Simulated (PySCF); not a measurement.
PySCF input file for F₃H₂NbO₂, SMILES [OH][Nb]([OH])([F])([F])[F], multiplicity 1, r2SCAN-D4/def2-SVP. Geometry: r2SCAN-D4/def2-SVP. A frequency run showed that this geometry is not a minimum. The multiplicity is an assumed one; no other spin state was optimised. The structure was generated by enumeration; whether it is a known compound was not checked. The def2 effective core potentials stand for the cores of Nb; spin–orbit coupling is left out. One conformer was computed; it need not be the lowest.

```python
import numpy as np
from pyscf import gto, scf, dft, df
from pyscf.hessian import thermo

mol = gto.M(
    atom='''
    Nb    0.00000000    0.00000000    0.00000000
    F     1.86353436    0.00000000    0.00000000
    F    -0.93176718    1.61386809   -0.00000001
    F    -0.93176718   -1.61386809    0.00000001
    O     0.00000000    0.00000001    1.87573206
    H     0.00000000    0.00000000    2.83543379
    O     0.00000000   -0.00000001   -1.87573206
    H     0.00000000   -0.00000000   -2.83543379
    ''',
    basis='def2-SVP',
    ecp={'Nb': 'def2-svp'},
    charge=0,
    spin=0,
    max_memory=1600,
    verbose=3,
)
mf = dft.RKS(mol, xc='r2scan').density_fit(auxbasis='def2-universal-jkfit')
mf.disp = 'd4'
mf.grids.level = 4
mf.conv_tol = 1e-11
mf.max_cycle = 100
mf.kernel()

# [left out here: the lines that compute and print the analytic Hessian (its translational invariance restored by hand, since the grid's response is missing), thermochemistry and intensities]
```

Log of the run:

```
converged SCF energy = -507.94454852534

WARN: MGGA Hessian is sensitive to dft grids. grids.level 4 may not be dense enough.


WARN: DFTD4 does not support analytical Hessian, using finite difference.


WARN: Mole.unit (angstrom) is changed to Bohr

Mode                                 0                   1                   2
Irrep
Freq [cm^-1]                     -112.8892           -112.2326            143.6553
Reduced mass [au]                   1.2859              1.2878             10.5771
Force const [Dyne/A]               -0.0097             -0.0096              0.1286
Char temp [K]                    -162.4224           -161.4777            206.6881
Normal mode                   x     y     z       x     y     z       x     y     z
       0  Nb                 0.00 -0.02  0.00    0.02  0.00 -0.00   -0.00  0.03 -0.00
       1   F                 0.00 -0.03  0.00    0.01  0.00 -0.00   -0.00 -0.17  0.00
       2   F                -0.01 -0.02  0.00    0.03  0.01  0.00   -0.09 -0.02 -0.00
       3   F                 0.01 -0.02 -0.00    0.03 -0.01  0.00    0.09 -0.02  0.00
       4   O                -0.00  0.07 -0.00   -0.07 -0.00 -0.00   -0.00  0.05 -0.00
       5   H                -0.00  0.62  0.00   -0.62 -0.00 -0.00    0.00 -0.15 -0.00
       6   O                -0.00  0.07 -0.00   -0.07 -0.00  0.00   -0.00  0.05 -0.00
       7   H                -0.00  0.62  0.00   -0.62 -0.00  0.00    0.00 -0.15 -0.00
Mode                                 3                   4                   5
Irrep
Freq [cm^-1]                      143.6899            279.9673            280.1452
Reduced mass [au]                  10.5146              2.3305              2.3362
Force const [Dyne/A]                0.1279              0.1076              0.1080
Char temp [K]                     206.7378            402.8106            403.0666
Normal mode                   x     y     z       x     y     z       x     y     z
       0  Nb                -0.03 -0.00 -0.00    0.00  0.00  0.00   -0.00 -0.00 -0.00
       1   F                -0.03  0.00  0.00   -0.00 -0.00  0.00   -0.00 -0.00 -0.13
       2   F                 0.12  0.09  0.00   -0.00  0.00  0.11    0.00  0.00  0.06
       3   F                 0.12 -0.09  0.00    0.00  0.00 -0.11    0.00 -0.00  0.06
       4   O                -0.05 -0.00 -0.00    0.00  0.07  0.00   -0.07  0.00 -0.00
       5   H                 0.15  0.00 -0.00    0.00  0.44  0.00   -0.44  0.00 -0.00
       6   O                -0.05 -0.00  0.00   -0.00 -0.07  0.00    0.07 -0.00 -0.00
       7   H                 0.15  0.00  0.00   -0.00 -0.44  0.00    0.44 -0.00 -0.00
Mode                                 6                   7                   8
Irrep
Freq [cm^-1]                      289.5274            345.0504            345.2293
Reduced mass [au]                  19.8025              4.8227              4.8083
Force const [Dyne/A]                0.9780              0.3383              0.3376
Char temp [K]                     416.5655            496.4507            496.7081
Normal mode                   x     y     z       x     y     z       x     y     z
       0  Nb                 0.00  0.00  0.05   -0.00  0.03 -0.00    0.03  0.00 -0.00
       1   F                 0.00 -0.00 -0.11   -0.00 -0.03  0.00    0.06 -0.00 -0.00
       2   F                 0.00 -0.00 -0.11   -0.04  0.03 -0.00   -0.01 -0.04  0.00
       3   F                 0.00  0.00 -0.11    0.04  0.03  0.00   -0.01  0.04  0.00
       4   O                -0.00 -0.00  0.05    0.00 -0.14  0.00   -0.14 -0.00 -0.00
       5   H                -0.00 -0.00  0.06   -0.00  0.28  0.00    0.29  0.00 -0.00
       6   O                 0.00  0.00  0.05    0.00 -0.14 -0.00   -0.14 -0.00  0.00
       7   H                 0.00  0.00  0.06   -0.00  0.28  0.00    0.29  0.00  0.00
Mode                                 9                  10                  11
Irrep
Freq [cm^-1]                      387.2251            387.5233            648.8334
Reduced mass [au]                   1.8059              1.8025             15.8605
Force const [Dyne/A]                0.1595              0.1595              3.9340
Char temp [K]                     557.1307            557.5597            933.5268
Normal mode                   x     y     z       x     y     z       x     y     z
       0  Nb                -0.00  0.00 -0.00    0.00 -0.00 -0.00   -0.00 -0.00  0.00
       1   F                -0.00 -0.00 -0.00    0.00  0.00  0.06   -0.12  0.00 -0.00
       2   F                -0.00  0.00  0.06   -0.00 -0.00 -0.03    0.06 -0.11 -0.00
       3   F                 0.00  0.00 -0.06   -0.00  0.00 -0.03    0.06  0.11 -0.00
       4   O                -0.00  0.11  0.00    0.11  0.00 -0.00    0.00  0.00  0.07
       5   H                 0.00 -0.51 -0.00   -0.51 -0.00 -0.00   -0.00  0.00  0.07
       6   O                 0.00 -0.11 -0.00   -0.11 -0.00 -0.00    0.00  0.00 -0.07
       7   H                -0.00  0.51  0.00    0.51  0.00 -0.00   -0.00 -0.00 -0.07
Mode                                12                  13                  14
Irrep
Freq [cm^-1]                      721.5402            721.6509            759.1498
Reduced mass [au]                  21.0471             21.0440              9.1097
Force const [Dyne/A]                6.4560              6.4570              3.0932
Char temp [K]                    1038.1357           1038.2950           1092.2475
Normal mode                   x     y     z       x     y     z       x     y     z
       0  Nb                -0.00  0.05 -0.00    0.05  0.00  0.00    0.00 -0.00  0.00
       1   F                 0.00 -0.01 -0.00   -0.16 -0.00 -0.00   -0.05  0.00 -0.00
       2   F                 0.06 -0.12  0.00   -0.05  0.06 -0.00    0.03 -0.05  0.00
       3   F                -0.06 -0.12  0.00   -0.05 -0.06  0.00    0.03  0.05 -0.00
       4   O                 0.00 -0.01 -0.00   -0.01 -0.00  0.00    0.00 -0.00 -0.16
       5   H                -0.00  0.06 -0.00    0.06  0.00  0.00    0.00 -0.00 -0.16
       6   O                 0.00 -0.01  0.00   -0.01 -0.00 -0.00    0.00 -0.00  0.16
       7   H                -0.00  0.06  0.00    0.06  0.00 -0.00    0.00  0.00  0.16
Mode                                15                  16                  17
Irrep
Freq [cm^-1]                      765.4501           3963.1952           3967.6798
Reduced mass [au]                  11.3399              1.0686              1.0702
Force const [Dyne/A]                3.9147              9.8892              9.9266
Char temp [K]                    1101.3123           5702.1556           5708.6078
Normal mode                   x     y     z       x     y     z       x     y     z
       0  Nb                -0.00  0.00  0.06   -0.00  0.00  0.00    0.00  0.00 -0.00
       1   F                 0.00  0.00 -0.00   -0.00  0.00  0.00   -0.00  0.00 -0.00
       2   F                -0.00  0.00 -0.00    0.00 -0.00  0.00    0.00 -0.00 -0.00
       3   F                -0.00  0.00 -0.00    0.00  0.00  0.00    0.00  0.00 -0.00
       4   O                 0.00 -0.00 -0.14    0.00  0.00 -0.04    0.00  0.00 -0.04
       5   H                 0.00 -0.00 -0.15   -0.00 -0.00  0.68   -0.00 -0.00  0.68
       6   O                -0.00 -0.00 -0.14   -0.00  0.00 -0.04    0.00 -0.00  0.04
       7   H                -0.00 -0.00 -0.15    0.00 -0.00  0.68   -0.00  0.00 -0.68
temperature 298.1500 [K]
pressure 101325.00 [Pa]
Rotational constants [GHz] 2.55331 2.21897 2.21897
Symmetry number 6
Zero-point energy (ZPE) 0.03223 [Eh]   84632.880 [J/mol]
                           tot       elec      trans        rot        vib
Entropy [J/mol/K]       340.902      0.000    173.779    100.741     66.382
Cv [J/mol/K]            104.584      0.000     12.472     12.472     79.641
Cp [J/mol/K]            112.899      0.000     20.786     12.472     79.641
Internal energy [J/mol]                      3718.434   3718.434  96537.455
Internal energy [Eh]   -507.90495  -507.94455
Enthalpy [J/mol]                             6197.391   3718.434  96537.455
Enthalpy [Eh]          -507.90400
Gibbs free energy [J/mol]                  -45614.866 -26317.418  76745.739
Gibbs free energy [Eh] -507.94272
static polarisability / bohr^3: [[34.883 -0.    -0.   ]
 [-0.    34.883  0.   ]
 [ 0.     0.    58.576]]
largest difference of analytic and finite-field dipole derivatives / e: 0.0013237892434609932
mode   freq/cm-1   IR/(km/mol)   Raman/(A^4/amu)   depolarisation
   1     -112.89       131.002             0.002            0.750
   2     -112.23       130.623             0.003            0.750
   3      143.66         6.187             0.678            0.750
   4      143.69         6.274             0.680            0.750
   5      279.97         0.000             8.630            0.750
   6      280.15         0.000             8.624            0.750
   7      289.53        26.829             0.000            0.750
   8      345.05       156.805             0.046            0.750
   9      345.23       157.085             0.046            0.750
  10      387.23         0.000             0.661            0.750
  11      387.52         0.000             0.667            0.750
  12      648.83         0.000             4.134            0.360
  13      721.54       240.369             0.635            0.750
  14      721.65       240.424             0.635            0.750
  15      759.15         0.000            31.599            0.098
  16      765.45       407.711             0.000            0.441
  17     3963.20       800.045             0.000            0.528
  18     3967.68         0.000           372.004            0.322
max |gradient| / (hartree/bohr): 0.0002475347198168539
APT charges: [ 3.2102 -0.6431 -0.6432 -0.6432 -1.0732  0.4351 -1.0732  0.4351]
```

Self-consistency was reached. The end point has an imaginary mode, so it is no minimum.

Cost: about 11 core-minutes (a rough figure).
